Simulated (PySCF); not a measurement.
HCl, charge +1, doublet, at a GFN2-xTB geometry (a state made from the parent by changing its charge; the spin is typed, not shown lowest); PBE0/pcseg-1 in PySCF.

Here is a job for PySCF.
```python
from pyscf import gto, scf, dft

mol = gto.M(
    atom='''
Cl   -0.000000   -0.000000   -0.073948
H     0.000000    0.000000    1.257119
''',
    basis='pcseg-1',
    charge=1,
    spin=1,
    verbose=4,
)

mf = dft.UKS(mol)
mf.xc = 'pbe0'
mf.kernel()
```

It wrote (shortened):

```
PySCF version 2.14.0

[INPUT] verbose = 4
[INPUT] num. atoms = 2
[INPUT] num. electrons = 17
[INPUT] charge = 1
[INPUT] spin (= nelec alpha-beta = 2S) = 1
[INPUT] symmetry False subgroup None
[INPUT] Mole.unit = angstrom
[INPUT] Symbol           X                Y                Z      unit          X                Y                Z       unit  Magmom
[INPUT]  1 Cl     0.000000000000   0.000000000000  -0.073948000000 AA    0.000000000000   0.000000000000  -0.139741467459 Bohr   0.0
[INPUT]  2 H      0.000000000000   0.000000000000   1.257119000000 AA    0.000000000000   0.000000000000   2.375610615987 Bohr   0.0

nuclear repulsion = 6.75849719483692
number of shells = 5
number of NR pGTOs = 51
number of NR cGTOs = 23
basis = pcseg-1
ecp = {}

******** <class 'pyscf.dft.uks.UKS'> ********
method = UKS
initial guess = minao
damping factor = 0
level_shift factor = 0
DIIS = <class 'pyscf.scf.diis.CDIIS'>
diis_start_cycle = 1
diis_space = 8
diis_damp = 0
SCF conv_tol = 1e-09
SCF conv_tol_grad = None
SCF max_cycles = 50
direct_scf = True
direct_scf_tol = 1e-13
number electrons alpha = 9  beta = 8
XC library pyscf.dft.libxc version 7.1.2
    S. Lehtola, C. Steigemann, M. J. T. Oliveira, and M. A. L. Marques,  SoftwareX 7, 1–5 (2018)
XC functionals = pbe0
    C. Adamo and V. Barone,  J. Chem. Phys. 110, 6158 (1999)
    M. Ernzerhof and G. E. Scuseria,  J. Chem. Phys. 110, 5029 (1999)
radial grids:
    Treutler-Ahlrichs [JCP 102, 346 (1995); DOI:10.1063/1.469408] (M4) radial grids

becke partition: Becke, JCP 88, 2547 (1988); DOI:10.1063/1.454033
pruning grids: <function nwchem_prune>
grids dens level: 3
symmetrized grids: False
atomic radii adjust function: <function treutler_atomic_radii_adjust>
small_rho_cutoff = 0
Set gradient conv threshold to 3.16228e-05
tot grids = 28688
init E= -460.552741780793

cycle= 1 E= -460.132596734088  delta_E= 0.42  |g|= 0.201  |ddm|= 1.04
cycle= 2 E= -460.15852511991  delta_E= -0.0259  |g|= 0.0919  |ddm|= 0.501
cycle= 3 E= -460.163547588066  delta_E= -0.00502  |g|= 0.00835  |ddm|= 0.16
cycle= 4 E= -460.163594818533  delta_E= -4.72e-05  |g|= 0.00273  |ddm|= 0.0143
cycle= 5 E= -460.163599828728  delta_E= -5.01e-06  |g|= 0.00112  |ddm|= 0.00481
cycle= 6 E= -460.16360076535  delta_E= -9.37e-07  |g|= 0.000153  |ddm|= 0.00154
cycle= 7 E= -460.163600808403  delta_E= -4.31e-08  |g|= 3.9e-05  |ddm|= 0.000425
cycle= 8 E= -460.163600811821  delta_E= -3.42e-09  |g|= 5.75e-06  |ddm|= 0.000138
cycle= 9 E= -460.163600811895  delta_E= -7.48e-11  |g|= 4.62e-07  |ddm|= 2.12e-05
Extra cycle  E= -460.163600811896  delta_E= -9.66e-13  |g|= 1.51e-07  |ddm|= 8.88e-07
converged SCF energy = -460.163600811896  <S^2> = 0.75326686  2S+1 = 2.0032642
```
